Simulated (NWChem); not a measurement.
The numbers come from NWChem runs, not from measurements. System: NSi, charge 1, spin multiplicity 3, at the geometry of a parent with another charge or spin, in a state set for the comparison that need not be this species' ground state. Its SCF solution wasn't tested for a lower state. Level: UHF/def2-TZVP.

Job file:

```
start mol
memory heap 200 mb stack 900 mb global 1100 mb
charge 1
geometry units angstroms nocenter noautoz
  Si     0.000000     0.000000     0.524965
  N      0.000000     0.000000    -1.049930
  symmetry group C2v
end
basis spherical
  * library def2-tzvp
end
scf
  uhf
  nopen 2
  maxiter 100
  thresh 1e-7
  semidirect memsize 60000000 filesize 0
  # guess.movecs holds the orbitals of an unrestricted PBE0 run
  vectors input guess.movecs output mol.movecs
end
task scf energy
```

NWChem printed:

```
             Northwest Computational Chemistry Package (NWChem) 7.3.0
             --------------------------------------------------------

                                NWChem Input Module
                                -------------------

 Scaling coordinates for geometry "geometry" by  1.889725989
 (inverse scale =  0.529177249)

 Turning off AUTOSYM since
 SYMMETRY directive was detected!

                             Geometry "geometry" -> ""
                             -------------------------

 Output coordinates in angstroms (scale by  1.889725989 to convert to a.u.)

  No.       Tag          Charge          X              Y              Z
 ---- ---------------- ---------- -------------- -------------- --------------
    1 Si                  14.0000     0.00000000     0.00000000     0.52496500
    2 N                    7.0000     0.00000000     0.00000000    -1.04993000

 Effective nuclear repulsion energy (a.u.)      32.9287796342

            Nuclear Dipole moment (a.u.)
            ----------------------------
        X                 Y               Z
 ---------------- ---------------- ----------------
     0.0000000000     0.0000000000     0.0000000000

      Symmetry information
      --------------------

 Group name             C2v
 Group number             16
 Group order               4
 No. of unique centers     2

      Symmetry unique atoms

     1    2


 Summary of "ao basis" -> "" (spherical)
 ------------------------------------------------------------------------------
       Tag                 Description            Shells   Functions and Types
 ---------------- ------------------------------  ------  ---------------------
 *                         def2-tzvp                  on all atoms

 Summary of "ao basis" -> "ao basis" (spherical)
 ------------------------------------------------------------------------------
       Tag                 Description            Shells   Functions and Types
 ---------------- ------------------------------  ------  ---------------------
 Si                        def2-tzvp                13       37   5s5p2d1f
 N                         def2-tzvp                11       31   5s3p2d1f

                                 NWChem SCF Module
                                 -----------------

  ao basis        = "ao basis"
  functions       =    68
  atoms           =     2
  alpha electrons =    11
  beta  electrons =     9
  charge          =   1.00
  wavefunction    = UHF
  use symmetry    = T
  symmetry adapt  = T

 Summary of "ao basis" -> "ao basis" (spherical)
 ------------------------------------------------------------------------------
       Tag                 Description            Shells   Functions and Types
 ---------------- ------------------------------  ------  ---------------------
 Si                        def2-tzvp                13       37   5s5p2d1f
 N                         def2-tzvp                11       31   5s3p2d1f

      Symmetry analysis of basis
      --------------------------

        a1         30
        a2          6
        b1         16
        b2         16

 Forming initial guess at       0.0s

   Symmetry analysis of molecular orbitals - initial alpha
   -------------------------------------------------------

  Numbering of irreducible representations:

     1 a1          2 a2          3 b1          4 b2

  Orbital symmetries:

     1 a1          2 a1          3 a1          4 b1          5 a1
     6 b2          7 a1          8 a1          9 b1         10 b2
[...]
  ----- ------------  ---------------      ----- ------------  ---------------
    19      0.606930  1 Si py                16      0.464001  1 Si py
    50     -0.224837  2 N  py                44     -0.157221  2 N  py

 Vector   14  Occ=0.000000D+00  E=-9.031369D-02  Symmetry=a1
              MO Center= -3.1D-15,  2.3D-15,  5.6D-01, r^2= 5.1D+00
   Bfn.  Coefficient  Atom+Function         Bfn.  Coefficient  Atom+Function
  ----- ------------  ---------------      ----- ------------  ---------------
    42     -1.745454  2 N  s                  5      1.629983  1 Si s
    20     -1.454619  1 Si pz                51     -0.543988  2 N  pz
    17     -0.525891  1 Si pz

                     UHF Final Beta Molecular Orbital Analysis
                     -----------------------------------------

 Vector    7  Occ=1.000000D+00  E=-1.253093D+00  Symmetry=a1
              MO Center=  2.7D-17, -9.3D-16, -6.7D-01, r^2= 6.9D-01
   Bfn.  Coefficient  Atom+Function         Bfn.  Coefficient  Atom+Function
  ----- ------------  ---------------      ----- ------------  ---------------
    41      0.411258  2 N  s                 40      0.306186  2 N  s
     4      0.292660  1 Si s                 39     -0.208606  2 N  s
     3     -0.184908  1 Si s

 Vector    8  Occ=1.000000D+00  E=-7.380962D-01  Symmetry=a1
              MO Center= -2.3D-15, -4.9D-16,  6.0D-01, r^2= 1.8D+00
   Bfn.  Coefficient  Atom+Function         Bfn.  Coefficient  Atom+Function
  ----- ------------  ---------------      ----- ------------  ---------------
     4      0.745282  1 Si s                  3     -0.389361  1 Si s
     5      0.357983  1 Si s                 41     -0.214060  2 N  s
    17      0.172477  1 Si pz

 Vector    9  Occ=1.000000D+00  E=-6.952327D-01  Symmetry=b2
              MO Center= -7.8D-16,  5.9D-15, -6.5D-01, r^2= 1.3D+00
   Bfn.  Coefficient  Atom+Function         Bfn.  Coefficient  Atom+Function
  ----- ------------  ---------------      ----- ------------  ---------------
    44      0.343227  2 N  py                47      0.336967  2 N  py
    16      0.285226  1 Si py                50      0.196354  2 N  py

 Vector   10  Occ=0.000000D+00  E=-2.923366D-01  Symmetry=b1
              MO Center=  2.3D-15, -4.0D-15, -2.7D-02, r^2= 2.4D+00
   Bfn.  Coefficient  Atom+Function         Bfn.  Coefficient  Atom+Function
  ----- ------------  ---------------      ----- ------------  ---------------
    15      0.408862  1 Si px                18      0.349420  1 Si px
    43      0.176800  2 N  px                46      0.163264  2 N  px

 Vector   11  Occ=0.000000D+00  E=-2.484286D-01  Symmetry=a1
              MO Center= -3.2D-15, -2.0D-15, -7.1D-01, r^2= 2.4D+00
   Bfn.  Coefficient  Atom+Function         Bfn.  Coefficient  Atom+Function
  ----- ------------  ---------------      ----- ------------  ---------------
     5      0.464207  1 Si s                 51     -0.403136  2 N  pz
    45     -0.283564  2 N  pz                48     -0.260882  2 N  pz
    17      0.223102  1 Si pz                14      0.157221  1 Si pz

 Vector   12  Occ=0.000000D+00  E=-1.882920D-01  Symmetry=b2
              MO Center=  4.4D-16,  1.4D-15,  4.9D-01, r^2= 3.1D+00
   Bfn.  Coefficient  Atom+Function         Bfn.  Coefficient  Atom+Function
  ----- ------------  ---------------      ----- ------------  ---------------
    19      0.587855  1 Si py                16      0.447646  1 Si py
    50     -0.336420  2 N  py                44     -0.216824  2 N  py
    47     -0.190681  2 N  py

 center of mass
 --------------
 x =   0.00000000 y =   0.00000000 z =  -0.00069027

 moments of inertia (a.u.)
 ------------------
          82.657404064328           0.000000000000           0.000000000000
           0.000000000000          82.657404064328           0.000000000000
           0.000000000000           0.000000000000           0.000000000000

  Mulliken analysis of the total density
  --------------------------------------

    Atom       Charge   Shell Charges
 -----------   ------   -------------------------------------------------------
    1 Si  14    13.01   2.00  0.60  1.37  1.27  0.57  4.09  1.74  0.37  0.64  0.11  0.11  0.10  0.04
    2 N    7     6.99   0.82  1.15  0.60  0.92  0.17  1.32  1.50  0.47  0.00  0.02  0.00

  Mulliken analysis of the alpha density
  --------------------------------------

    Atom       Charge   Shell Charges
 -----------   ------   -------------------------------------------------------
    1 Si  14     6.54   1.00  0.30  0.69  0.61  0.30  2.05  0.87  0.20  0.34  0.04  0.07  0.05  0.02
    2 N    7     4.46   0.41  0.57  0.34  0.51  0.07  1.06  1.18  0.30  0.00  0.01  0.00

   Mulliken analysis of the beta density
   -------------------------------------

    Atom       Charge   Shell Charges
 -----------   ------   -------------------------------------------------------
    1 Si  14     6.47   1.00  0.30  0.69  0.66  0.27  2.04  0.88  0.16  0.30  0.07  0.04  0.06  0.01
    2 N    7     2.53   0.41  0.58  0.27  0.42  0.09  0.25  0.33  0.17  0.00  0.01  0.00

   Mulliken analysis of the spin density
   -------------------------------------

    Atom       Charge   Shell Charges
 -----------   ------   -------------------------------------------------------
    1 Si  14     0.07  -0.00 -0.00  0.00 -0.05  0.03  0.01 -0.01  0.04  0.05 -0.03  0.02 -0.01  0.01
    2 N    7     1.93   0.00 -0.00  0.07  0.09 -0.02  0.81  0.85  0.14 -0.00 -0.00  0.00

       Multipole analysis of the density wrt the origin
       ------------------------------------------------

     L   x y z        total         alpha         beta         nuclear
     -   - - -        -----         -----         ----         -------
     0   0 0 0      1.000000    -11.000000     -9.000000     21.000000

     1   1 0 0      0.000000      0.000000      0.000000      0.000000
     1   0 1 0      0.000000      0.000000     -0.000000      0.000000
     1   0 0 1      0.633431      2.242838     -1.609408      0.000000

     2   2 0 0     -9.273677     -5.607318     -3.666360      0.000000
     2   1 1 0     -0.000000     -0.000000      0.000000      0.000000
     2   1 0 1      0.000000      0.000000      0.000000      0.000000
     2   0 2 0    -10.847494     -5.497595     -5.349899      0.000000
     2   0 1 1      0.000000      0.000000      0.000000      0.000000
     2   0 0 2     -9.065128    -31.007770    -19.391380     41.334021

 Task  times  cpu:        0.8s     wall:        0.8s

 Total times  cpu:        0.8s     wall:        0.8s
```
